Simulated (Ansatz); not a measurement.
One change: `CC(C)(C)I` becomes `CC(C)(C)C`.

Ansatz, PBE0-D4/def2-TZVP geometries, multiplicity 1. 

Elements past krypton have def2 core potentials.  Spin–orbit coupling is left out; it splits and shifts lone-pair levels of the heavy atoms by tenths of an eV.

```csv
property,`CC(C)(C)I`
size of the dipole moment (ωB97M-V/def2-TZVPP) / D,2.31
HOMO–LUMO gap (B3LYP/def2-TZVPP) / eV,5.80
HOMO energy (PBE0/def2-TZVPP) / eV,-7.09
LUMO energy (B3LYP/def2-TZVPP) / eV,-1.05
LUMO energy (PBE0/def2-TZVPP) / eV,-0.81
LUMO energy (PBE/def2-TZVPP) / eV,-1.73
```

(1) What does the change do to each property? (An estimate is asked.)

## Answers

(1) The calculation gave: 
```tsv
property	`CC(C)(C)C`	shift
size of the dipole moment (ωB97M-V/def2-TZVPP) / D	0.00	-2.31
HOMO–LUMO gap (B3LYP/def2-TZVPP) / eV	9.46	3.66
HOMO energy (PBE0/def2-TZVPP) / eV	-8.99	-1.90
LUMO energy (B3LYP/def2-TZVPP) / eV	0.66	1.71
LUMO energy (PBE0/def2-TZVPP) / eV	0.99	1.80
LUMO energy (PBE/def2-TZVPP) / eV	0.21	1.94
```

With PBE0 the HOMO falls by 1.90 eV and the LUMO rises by 1.80 eV, so the gap widens by about 3.70 eV. PBE moves the HOMO by -1.68 eV and ωB97M-V by -2.03 eV.

B3LYP here is the variant with VWN-RPA as its local correlation; programs differ in this.
